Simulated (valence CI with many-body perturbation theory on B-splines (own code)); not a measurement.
## Questions on Tb51+

Calculated by relativistic CI+MBPT: four valence electrons over a frozen Dirac-Fock core [Ne], a basis of 11 s, 11 p, 9 d, 7 f, 5 g, 2 h, 1 i functions for each j, with the one-electron correlation potential Σ1 (screened to all orders), the two-electron term Σ2, the three-electron term Σ3, Breit, model QED; selected single and double excitations, second order for the rest (own B-spline code, finite nucleus).

No measured spectrum was set against this ion. As an estimate, large intervals hold to a few tenths of a per cent, small ones and those within an open d or f shell to about a per cent.

Levels are named by their leading jj configuration (3d3/2^4 stands for four electrons in 3d with j = 3/2), which in mixed levels can hold well under half, so a name can repeat and another be missing.

Rates and lifetimes use the calculated energies. Strong lines usually hold to 10 to 20 %, long lifetimes can be off by a factor of two.

Problem. What is the ground level?

Solution. (3s^2 3p1/2^2) J=0, composition 70 % 3s²3p² ³P + 30 % 3s²3p² ¹S.

Problem. What are the static dipole polarisabilities of the lowest levels?

Solution. (3s^2 3p1/2^2) J=0 0.00465 bohr³, of which the core gives 8.09e-05.

Problem. Where does the other parity begin?

Solution. At (3s 3p1/2^2 3p3/2) J=2, 321.31 eV.

Problem. How well does LS coupling describe the low levels?

Solution. Among the lowest 20 levels the leading LS term, summed over configurations, holds 58 % on average. For single configurations the figures are 56 % in LS and 93 % in jj coupling. Terms mix most in the J = 2 level at 517.25 eV, where the leading one holds 29 %.

Problem. Name the longest-lived excited levels whose lifetime is computed, and their main decay.

Solution. (3s^2 3p1/2 3p3/2) J=2 at 192.54 eV lives 2.56 μs, mostly by E2 to (3s^2 3p1/2^2) J=0; (3s^2 3p3/2 3d5/2) J=4 at 610.97 eV lives 24.6 ns, mostly by M1 to (3s^2 3p1/2 3d5/2) J=3; (3s^2 3p1/2 3p3/2) J=1 at 184.48 eV lives 24.4 ns, mostly by M1 to (3s^2 3p1/2^2) J=0.

Problem. What is the ionisation energy?

Solution. 4761.5 eV; NIST lists 4760 ± 4 eV (theoretical).
